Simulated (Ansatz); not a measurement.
Reaction (redistribution): `C=CB(S)Cl` + `C[SiH](F)CO` → `C=CB(Cl)CO` + `C[SiH](F)S`

Program: Ansatz. Geometries: PBE0-D4/def2-TZVP. ΔE: electronic, gas phase. CCSD(T)/CBS adds triple-zeta CCSD(T) − MP2 to the extrapolated MP2 energy (def2 sets, frozen cores). Functionals use def2-TZVPP. B3LYP here is the variant with VWN-RPA as its local correlation; programs differ in this. Each species was taken in one conformer, which may not be the lowest.

```json
{"level": "PBE-D4", "ΔE (kcal/mol)": "0.8", "difference from CCSD(T)/CBS": "1.3"}
{"level": "r2SCAN-D4", "ΔE (kcal/mol)": "0.1", "difference from CCSD(T)/CBS": "0.6"}
{"level": "PBE0-D4", "ΔE (kcal/mol)": "-0.2", "difference from CCSD(T)/CBS": "0.3"}
{"level": "ωB97X-V", "ΔE (kcal/mol)": "-0.8", "difference from CCSD(T)/CBS": "-0.3"}
{"level": "ωB97M-V", "ΔE (kcal/mol)": "-0.9", "difference from CCSD(T)/CBS": "-0.4"}
{"level": "B2PLYP", "ΔE (kcal/mol)": "-0.1", "difference from CCSD(T)/CBS": "0.4"}
{"level": "r2SCAN", "ΔE (kcal/mol)": "0.1", "difference from CCSD(T)/CBS": "0.6"}
{"level": "PBE0", "ΔE (kcal/mol)": "-0.2", "difference from CCSD(T)/CBS": "0.3"}
{"level": "B3LYP", "ΔE (kcal/mol)": "-0.1", "difference from CCSD(T)/CBS": "0.4"}
{"level": "HF/def2-TZVPP", "ΔE (kcal/mol)": "-2.5", "difference from CCSD(T)/CBS": "-2.0"}
{"level": "HF/def2-QZVPP", "ΔE (kcal/mol)": "-2.6", "difference from CCSD(T)/CBS": "-2.1"}
{"level": "MP2/def2-QZVPP", "ΔE (kcal/mol)": "-0.2", "difference from CCSD(T)/CBS": "0.3"}
{"level": "SCS-MP2/def2-QZVPP", "ΔE (kcal/mol)": "-0.3", "difference from CCSD(T)/CBS": "0.2"}
{"level": "HF/CBS(def2)", "ΔE (kcal/mol)": "-2.6", "difference from CCSD(T)/CBS": "-2.1"}
{"level": "MP2/CBS(def2)", "ΔE (kcal/mol)": "-0.3", "difference from CCSD(T)/CBS": "0.2"}
{"level": "CCSD/CBS(def2)", "ΔE (kcal/mol)": "-1.0", "difference from CCSD(T)/CBS": "-0.5"}
{"level": "CCSD(T)/CBS", "ΔE (kcal/mol)": "-0.5", "difference from CCSD(T)/CBS": "0"}
```

Largest T1 diagnostic among the species: 0.013.

In def2-TZVPP, CCSD(T) changes the Hartree–Fock value by +2.3 kcal/mol (the triples alone add +0.5 kcal/mol) and MP2 by +2.5 kcal/mol. From PBE to PBE0 (25 % exact exchange), in def2-TZVPP and without D4, ΔE moves by −0.9 kcal/mol.
